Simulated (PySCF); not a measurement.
A GIAO shielding run with PySCF 2.14 (density fitting, non-relativistic, gas phase) on `C1[SiH2]C[SiH2][C@@H](C)[Si@H]1P`, C4H15PSi3:

```
$ OMP_NUM_THREADS=1 python probes_run.py task.json out

{"job": {"kind": "nmr", "xc": "PBE0", "basis": "pcSseg-1"}, "charge": 0, "multiplicity": 1}
C      1.810421     0.044605     1.210372
C      1.306265     0.407599    -0.185674
Si     0.324585     2.039308    -0.173297
C     -1.322703     1.772673     0.731302
Si    -2.403640     0.386507     0.012067
C     -1.383946    -1.214089    -0.050640
Si     0.291872    -1.028442    -0.929950
P      1.444309    -2.929798    -0.554591
H      0.982295    -0.078747     1.905446
H      2.467866     0.819436     1.602842
H      2.368962    -0.893755     1.188552
H      2.182102     0.556371    -0.823836
H      1.120485     3.072106     0.510305
H      0.078824     2.467814    -1.555985
H     -1.122598     1.561374     1.781515
H     -1.884958     2.704258     0.717482
H     -2.844387     0.740835    -1.342915
H     -3.591346     0.180237     0.857250
H     -1.965177    -1.992324    -0.542737
H     -1.207184    -1.571789     0.964039
H      0.069915    -0.764571    -2.366251
H      0.791970    -3.650440    -1.535881
H      2.481316    -2.602185    -1.409336
```

Hardware: 1 thread of an Intel Xeon, shared host. The job also computes population analyses, field gradients, ring-centre shieldings.

Q: How large is the calculation?

A: 96 electrons, 239 basis functions and 1334 auxiliary functions.

Q: How long does it take, and how much memory does it need?

A: 3.2 min of wall time, with 13 SCF cycles and 4 response iterations; peak memory 1.1 GiB. Times on a shared host scatter by some tens of per cent.
